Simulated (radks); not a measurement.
Values are calculated unless marked as measured or tabulated.
Pb, configuration [Xe] 4f14 5d10 6s1 6p3 (not the ground configuration). Code: a radial shooting solver on a logarithmic mesh with Libxc functionals. Model: Dirac Kohn-Sham, BLYP, spin-unpolarised, spherical densities, finite nucleus; open shells fill j = l - 1/2 first; Fermi nuclear charge, rms radius 5.5012 fm.

X-ray form factor f0, the Fourier transform of the density (f0(0) = 82):

sin(theta)/lambda (1/angstrom)  f0 (electrons)
0.05                                    80.680
0.1                                     77.451
0.15                                    73.492
0.2                                     69.434
0.25                                    65.485
0.3                                     61.711
0.4                                     54.837
0.5                                     48.971
0.6                                     44.052
0.8                                     36.290
1                                       30.235
1.25                                    24.311
1.5                                     20.063
2                                       15.331
